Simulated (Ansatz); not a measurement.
One change: `BN[SiH](O)F` becomes `BNC(O)F`.

Ansatz, PBE0-D4/def2-TZVP geometries, multiplicity 1. Each molecule was computed in one conformer, which needn't be the lowest.

| property | `BN[SiH](O)F` |
| --- | --- |
| size of the dipole moment (B3LYP/def2-TZVPP) / D | 1.72 |
| size of the dipole moment (ωB97M-V/def2-TZVPP) / D | 1.74 |
| LUMO energy (PBE0/def2-TZVPP) / eV | -0.36 |
| HOMO energy (B3LYP/def2-TZVPP) / eV | -8.93 |
| HOMO–LUMO gap (ωB97M-V/def2-TZVPP) / eV | 12.99 |
| LUMO energy (B3LYP/def2-TZVPP) / eV | -0.59 |

Problem. Give the same properties after the change, and the shifts. (Estimate.)

Solution. Ansatz gave: 
| property | `BNC(O)F` | shift |
| --- | --- | --- |
| size of the dipole moment (B3LYP/def2-TZVPP) / D | 1.71 | -0.01 |
| size of the dipole moment (ωB97M-V/def2-TZVPP) / D | 1.73 | -0.01 |
| LUMO energy (PBE0/def2-TZVPP) / eV | -0.32 | 0.04 |
| HOMO energy (B3LYP/def2-TZVPP) / eV | -8.50 | 0.43 |
| HOMO–LUMO gap (ωB97M-V/def2-TZVPP) / eV | 12.70 | -0.29 |
| LUMO energy (B3LYP/def2-TZVPP) / eV | -0.57 | 0.02 |

Dipoles are sizes alone; their direction can turn.

Positive LUMOs are unbound, so they and the gaps depend on the basis.

B3LYP here is the variant with VWN-RPA as its local correlation; programs differ in this.
